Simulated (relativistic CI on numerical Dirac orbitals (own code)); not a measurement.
# Slater and spin-orbit integrals, Hf³²⁺

Computed by Dirac-Coulomb-Breit CI, orbitals from a KLI potential per configuration, QED by a radiative potential, unscaled Slater integrals (own radial code, finite nucleus).

Slater integrals F^k, G^k are unscaled and averaged over j, outside the closed core [Ar] 3d10; ζ comes from projecting the Hamiltonian with its Breit term on Σ l·s of the shell.

- 4s2 4p6 4d4: F^2(4d,4d) = 224800, F^4(4d,4d) = 153040, ζ(4d) = 49757 cm⁻¹; <r>(4d) = 0.4472, <r^2>(4d) = 0.2286 (bohr units).
- 4s2 4p5 4d5: ζ(4p) = 403210, F^2(4d,4d) = 224750, F^4(4d,4d) = 153000, F^2(4p,4d) = 226450, G^1(4p,4d) = 281740, G^3(4p,4d) = 180290, ζ(4d) = 49560 cm⁻¹; <r>(4p) = 0.4435, <r^2>(4p) = 0.2225, <r>(4d) = 0.4473, <r^2>(4d) = 0.2287 (bohr units).
- 4s2 4p6 4d3 4f: F^2(4d,4d) = 224660, F^4(4d,4d) = 152940, ζ(4d) = 49711, F^2(4d,4f) = 225650, F^4(4d,4f) = 147170, G^1(4d,4f) = 233790, G^3(4d,4f) = 161080, G^5(4d,4f) = 118350, ζ(4f) = 8199 cm⁻¹; <r>(4d) = 0.4476, <r^2>(4d) = 0.2289, <r>(4f) = 0.4236, <r^2>(4f) = 0.2037 (bohr units).

Question: Give the Racah parameters of the d shell in 4s2 4p6 4d4.

Answer: B = F²/49 − 5F⁴/441 = 2853 cm⁻¹ and C = 35F⁴/441 = 12146 cm⁻¹.

Averages of the first 10 configurations, taken without configuration mixing, which lowers the lowest level and can move excited configurations by several eV; other configurations of the list can lie among them:

```csv
Configuration,Parity,States,Average energy above the lowest level (eV)
4s2 4p6 4d4,even,210,40.8
4s2 4p5 4d5,odd,1512,234.7
4s2 4p6 4d3 4f,odd,1680,235.5
4s 4p6 4d5,even,504,389.5
4s 4p6 4d4 4f,odd,5880,582.2
4s2 4p6 4d3 5s,even,240,443.9
4s2 4p6 4d3 5d,even,1200,592.2
4s2 4p6 4d3 5g,even,2160,731.5
4p6 4d6,even,210,742.5
4p5 4d7,odd,720,933.4
```
